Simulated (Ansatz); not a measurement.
A made-up structure of ZnBHS, closed shell:

S1  (-2.406, 0.989, 0.218)
B2  (-0.923, 0.379, 0.084)
Zn3  (0.954, -0.392, -0.086)
H4  (-3.735, 1.096, -0.052)
(Å)

It is relaxed with PBE-D4/def2-SVP and then PBE0-D4/def2-TZVP (Ansatz 0.2.0). Atoms count as bonded within 1.22 times the sum of their covalent radii (H–H: 0.88 Å). The end point is not checked to be a true minimum.

Q: Does its bonding change? (A judgement: the text doesn't fix the answer.)

A: By the calculation: No: no bond forms or breaks.

Where it ends: The first stage lowers the energy by 1.60 eV in 11 steps. It ends as ZnBHS ([SH][B][Zn]):
| atom | x (Å) | y (Å) | z (Å) |
| --- | --- | --- | --- |
| S1 | -2.5467 | 1.3213 | 0.4749 |
| B2 | -0.7835 | 1.0047 | 0.6784 |
| Zn3 | 0.1402 | -0.6617 | -0.5504 |
| H4 | -2.9196 | 0.4083 | -0.4403 |

Labels in which every atom is bracketed show which atoms are joined, not bond orders.

For scale, one of the runs: PBE0-D4/def2-TZVP relaxation, 122 basis functions, launched by `ansatz run in.yaml --threads 2 --pin off --events-out ev --progress --plain --max-ram 4352MiB`. Hardware: 2 CPU threads of an Arm Neoverse V2, shared host. Wall time about 15 s.
